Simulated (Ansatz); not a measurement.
Harmonic frequencies (cm⁻¹) at PBE0-D4/def2-TZVP from Ansatz: 56, 81, 85, 91, 109, 133, 319, 388, 523, 597, 721, 726, 729, 732, 815, 914, 948, 952, 954, 955, 956, 988, 1263, 1483, 2244, 2246, 2250, 2250, 2262, 2263.

Each molecule was computed in one conformer, which needn't be the lowest.

**Question.** Which molecule is it?
A. `FB(F)N([SiH3])[SiH3]`
B. `CB(C)N`
C. `COB(C)O`
D. `[SiH3]OB(Cl)O[SiH3]`

**Answer.** D.
